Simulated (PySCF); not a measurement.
Input of a run (PBE0-D3(BJ)/def2-SVP geometry optimisation, gas phase (PySCF 2.14.0)), started from GFN2-xTB:
```
{"job": {"xc": "PBE0", "basis": "def2-SVP", "d3": "d3bj", "grid": 1, "shake": 0.01, "kind": "geom"}, "charge": 0, "multiplicity": 1}
C     -1.636910     0.807540    -0.477750
N     -1.128070    -0.338920     0.209130
Ga    -0.061240    -1.600410    -0.545120
As     2.208900     0.000300     0.041560
H     -1.318560     1.763230    -0.032280
H     -2.756660     0.842300    -0.496310
H     -1.293150     0.810180    -1.516960
H     -1.514160    -0.412480     1.131790
H      0.149900    -1.522110    -2.053710
H      0.269170    -2.861150     0.311960
H      1.895000     0.739120     1.317240
H      3.566360     0.601580    -0.001050
H      1.625230     1.153940    -0.760060
```

Output (energies in Eh, forces in Eh/bohr):
```
step   0  E = -4257.74505509  max force = 0.016853
step   1  E = -4257.74981034  max force = 0.007185
step   2  E = -4257.75029529  max force = 0.003283
step   3  E = -4257.75051720  max force = 0.003011
step   4  E = -4257.75068861  max force = 0.001839
step   5  E = -4257.75084002  max force = 0.001077
step   6  E = -4257.75089158  max force = 0.001209
step   7  E = -4257.75096243  max force = 0.000780
step   8  E = -4257.75098219  max force = 0.000478
step   9  E = -4257.75099337  max force = 0.000442
optimisation converged
```

Task: Summarise the run.

Result: The energy falls by 15.6 kJ/mol over 10 energy and gradient evaluations, the largest force component goes from 0.0169 to 4.4e-04 Eh/bohr, and the atoms move by 0.194 Å rms after alignment. The bond that changes most is Ga3–H9 (ends: gallium bonded to As, N and 2 H; hydrogen on gallium), which lengthens by 0.042 Å. Bonds longer at the end by more than 0.005 Å: 10 of 12; shorter: 2. Among the angles that change most is Ga3–As4–H13, from 90.7° to 105.9°. Among the dihedrals that turn most is H10–Ga3–As4–H11, from -86° to -65°. The energy never rose by more than 1e-6 Eh on the way. The first step brought 80 % of the lowering.

Task: What are the final bond lengths?

Result: C1–N2 1.438 Å, N2–Ga3 1.840 Å, Ga3–As4 2.855 Å, C1–H5 1.108 Å, C1–H6 1.108 Å, C1–H7 1.102 Å, N2–H8 1.014 Å, Ga3–H9 1.567 Å, Ga3–H10 1.566 Å, As4–H11 1.516 Å, As4–H12 1.525 Å, As4–H13 1.516 Å. Numbering counts from 1 in the input's order; the species is `C[NH][GaH2-][AsH3+]`.

The run used 137 basis functions and 65 SCF cycles in all. The run took 1.9 min of wall time on one thread of an Arm Neoverse V1 (shared host), and the process peaked at 0.52 GiB of memory.

PBE0-D3(BJ)/def2-SVP frequencies: not computed here. One conformer, not necessarily the lowest.
